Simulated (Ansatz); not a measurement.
A search over several starts for the lowest SCF solution of Tl2H2 at the given spin, in a small basis.

```yaml
crystal:
  periodic: [false, false, false]
  atoms:
    - {symbol: Tl, position_ang: [-0.221182, 0.225582, -0.084660]}
    - {symbol: Tl, position_ang: [1.353308, -0.040967, -3.137401]}
    - {symbol: H, position_ang: [-0.050208, -0.953786, -1.837601]}
    - {symbol: H, position_ang: [1.181582, 1.139372, -1.385038]}
basis:
  gaussian: {orbitals: def2-SVP}
magnetization: {spin_polarized: true, initial_magnetization: 0}
hamiltonian: {xc: pbe0, dispersion: d4}
output: {orbitals: {seedname: orbitals}}
```

```sh
$ ansatz run in.yaml --threads 4 --pin off --events-out ev --progress --plain --max-ram 3916MiB
```

It prints (some lines left out):

```
Functional definition: PBE0
808 factors; integrals over basis functions are off by at most 3.8e-4 eV
mean field evaluation 1: about -9420.1823 eV, gradient 9.0e0 eV
mean field evaluation 2: about -9420.5202 eV, gradient 7.0e0 eV
mean field evaluation 4: about -9421.0051 eV, gradient 5.6e-1 eV
mean field evaluation 8: about -9421.0180 eV, gradient 3.6e-2 eV
mean field -9421.01803932 eV, -346.2160271496 hartree, gradient 1.3e-5 eV, S^2 0.000000; 0 other end points of the search recorded, 0 dependent functions left out
reference -9421.01806762 eV, -346.2160281895 hartree; 22, 22 occupied and 40, 40 virtual orbitals, 808 factors
Total energy: -9421.09048685 eV, -346.2186895471 hartree
```

Hardware: 4 threads of Arm Neoverse V2 on a shared host. Wall time 0.8 s.

In the def2 sets Tl takes a core potential; there is no spin–orbit coupling. The structure comes from a short search, and lower isomers may exist.
